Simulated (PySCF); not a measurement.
# Unknown compound

An unknown has the formula C$_{5}$H$_{11}$NO$_{2}$Si. Its calculated NMR data are:

1H NMR (600 MHz, computed): δ 8.90 (t, 1H), 5.56 (s, 2H), 4.59 (br s, 1H), 4.52 (d, 2H), 4.03 (br s, 1H), 3.77 (s, 3H), 1.48 (br s, 1H).

13C{1H} NMR (computed): δ 185.9 (CH), 179.6 (C), 94.0 (CH2), 75.4 (CH2), 56.2 (CH3).

Relativity neglected, one averaged value for each set of equivalent atoms, isolated molecule, one conformer. Geometry: GFN2-xTB; shielding tensors at PBE0/pcSseg-1 (GIAO); PySCF.

Chemical shifts δ = σref − σ; 1H, 13C against TMS, all at this level.

Question: Choose the structure that fits.
A. C=C(OC)[SiH2]/N=C\CO
B. C=C[C@@H]1CCO[Si@H](N)O1
C. CO/C(=C/[SiH3])CC(N)=O

Answer: A. 

1. Rings plus π bonds: 2 (no ring in the answer).
2. 5 carbon signals for 5 carbons: no two carbons are equivalent.
3. Carbon types of the structure: 1 × C, 1 × CH, 2 × CH2, 1 × CH3, leaving 3 H on heteroatoms.
4. δC 185.9: C=N carbon.
5. δC 179.6: alkene carbon bearing oxygen; an sp2 carbon further deshielded by the attached heteroatom.
6. δC 94.0: β carbon of an enol-ether or enamine type C=C; the O or N lone pair pushes π density onto this β carbon and shields it.
7. δC 75.4: sp3 CH2 bonded to O; pulled downfield by the heteroatom.
8. δH 8.90: hydrogen on a C=N carbon.

The others: CO/C(=C/[SiH3])CC(N)=O would give 4 signals for carbon-bound and other non-exchanging H, not 6; C=C[C@@H]1CCO[Si@H](N)O1 would give 9 signals for carbon-bound and other non-exchanging H, not 6.

OH/NH shifts are gas-phase values; hydrogen bonding in solution moves them, usually downfield. Shifts are as computed. Against solution values, carbons near 30 ppm lie about +3 ppm off and those near 130 ppm about +5 ppm. Of 1309 compounds with measured shifts, 239 miss one by over three times the rms of a fit or turn the order of signals round; such compounds aren't used in these exercises. Multiplicities follow the n + 1 count of equivalent neighbours, as no J values were calculated; m marks all less simple cases, F and P coupling included.
